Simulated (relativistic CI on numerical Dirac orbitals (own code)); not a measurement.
**Crystal-field levels of Rh⁺, 4d8**

Calculated by Dirac-Coulomb-Breit CI, KLI orbitals optimised for each configuration, model QED (radiative potential, 1s self-energy scaled to tabulated hydrogen-like ionisation energies), valence Slater integrals scaled by 0.85, one configuration in a parametric crystal field (own radial code).

Field parameters in Wybourne normalisation: D3d B²₀ = −7Dσ, B⁴₀ = −14Dq − 21Dτ, B⁴₃ = −14√(10/7) Dq. The field is a parameter set, without covalency.

S and J are read from ⟨S²⟩ = S(S + 1) and ⟨J²⟩ = J(J + 1) of each level; they are not fictitious spins.

D3d, 10Dq = 15300, Dσ = -1200, Dτ = -210 cm⁻¹, the lowest 16 levels:

```csv
E (cm⁻¹),Degeneracy,Irrep,S,J
0.0,1,A1,1.00,3.44
16.7,2,E,1.00,3.41
10578,2,E,0.27,2.90
13159,2,E,1.00,3.31
13281,1,A2,1.00,3.28
13395,1,A1,0.99,3.03
13406,2,E,0.90,3.39
16377,2,E,0.99,3.35
16475,1,A2,1.00,3.26
18894,1,A1,0.38,3.51
21502,2,E,0.99,2.93
21691,1,A2,1.00,2.80
21735,2,E,0.99,2.53
22017,1,A1,0.82,3.39
22618,1,A1,0.99,2.41
22683,2,E,0.96,2.34
```

D3d, 10Dq = 15300, Dσ = -980, Dτ = -210 cm⁻¹, the lowest 16 levels:

```tsv
E (cm⁻¹)	Degeneracy	Irrep	S	J
0.0	1	A1	1.00	3.43
13.4	2	E	1.00	3.42
10617	2	E	0.25	2.89
13348	2	E	1.00	3.34
13465	1	A2	1.00	3.32
13567	2	E	0.92	3.41
13599	1	A1	0.99	3.05
16129	2	E	0.99	3.32
16217	1	A2	1.00	3.24
18873	1	A1	0.41	3.49
21374	2	E	0.99	2.89
21494	1	A2	1.00	2.80
21593	2	E	0.99	2.51
21918	1	A1	0.81	3.33
22555	1	A1	0.99	2.48
22618	2	E	0.97	2.34
```

D3d, 10Dq = 15300, Dσ = -760, Dτ = -210 cm⁻¹, the lowest 10 levels:

```tsv
E (cm⁻¹)	Degeneracy	Irrep	S	J
0.0	1	A1	1.00	3.43
10.3	2	E	1.00	3.42
10647	2	E	0.23	2.88
13531	2	E	1.00	3.37
13641	1	A2	1.00	3.35
13728	2	E	0.93	3.44
13800	1	A1	0.99	3.08
15897	2	E	0.99	3.30
15980	1	A2	1.00	3.21
18848	1	A1	0.43	3.48
```

D3d, 10Dq = 15300, Dσ = -550, Dτ = -210 cm⁻¹, the lowest 16 levels:

| E (cm⁻¹) | Degeneracy | Irrep | S | J |
| --- | --- | --- | --- | --- |
| 0.0 | 1 | A1 | 1.00 | 3.43 |
| 7.4 | 2 | E | 1.00 | 3.42 |
| 10669 | 2 | E | 0.22 | 2.88 |
| 13697 | 2 | E | 1.00 | 3.40 |
| 13799 | 1 | A2 | 1.00 | 3.39 |
| 13879 | 2 | E | 0.94 | 3.46 |
| 13989 | 1 | A1 | 0.99 | 3.09 |
| 15692 | 2 | E | 0.99 | 3.27 |
| 15777 | 1 | A2 | 1.00 | 3.18 |
| 18820 | 1 | A1 | 0.45 | 3.47 |
| 21165 | 1 | A2 | 1.00 | 2.80 |
| 21167 | 2 | E | 0.99 | 2.81 |
| 21394 | 2 | E | 0.99 | 2.47 |
| 21727 | 1 | A1 | 0.80 | 3.23 |
| 22535 | 1 | A1 | 0.97 | 2.60 |
| 22556 | 2 | E | 0.98 | 2.36 |

D3d, 10Dq = 15300, Dσ = -330, Dτ = -210 cm⁻¹, the lowest 10 levels:

| E (cm⁻¹) | Degeneracy | Irrep | S | J |
| --- | --- | --- | --- | --- |
| 0.0 | 1 | A1 | 1.00 | 3.43 |
| 4.5 | 2 | E | 1.00 | 3.42 |
| 10684 | 2 | E | 0.21 | 2.87 |
| 13862 | 2 | E | 0.99 | 3.43 |
| 13951 | 1 | A2 | 1.00 | 3.44 |
| 14035 | 2 | E | 0.94 | 3.49 |
| 14185 | 1 | A1 | 1.00 | 3.11 |
| 15495 | 2 | E | 0.99 | 3.24 |
| 15592 | 1 | A2 | 1.00 | 3.14 |
| 18788 | 1 | A1 | 0.47 | 3.45 |

The free-ion ground term has S = 1. Every field shown keeps that spin.

Levels of this model without a field, named by their leading LS term: 3F_4 0, 3F_3 2243, 3F_2 3470, 1D_2 9972, 3P_1 12963, 3P_2 13149, 3P_0 13198, 1G_4 15921 cm⁻¹.
